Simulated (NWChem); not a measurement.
KI; SMILES [K][I]

```xyz
2

K      0.0000     0.0000    -2.2813
I      0.0000     0.0000     0.7894
```
Atoms are numbered in this order, from 1.

The geometry was optimised at PBE0/def2-SVP. def2 effective core potentials on I; no spin-orbit coupling.

### Question
List the 4 lowest vertical singlet excitations from PBE/def2-SVPD with def2 effective core potentials on I, TDA (NWChem).

### Answer
```
state  energy (eV)  oscillator strength  leading excitation (squared amplitude)
-----  -----------  -------------------  --------------------------------------
S1            2.41                0.007                      HOMO → LUMO (1.00)
S2            2.41                0.007                    HOMO−1 → LUMO (1.00)
S3            2.95                0.136                    HOMO−2 → LUMO (0.97)
S4            3.95                0.000                  HOMO−1 → LUMO+2 (0.50)
```
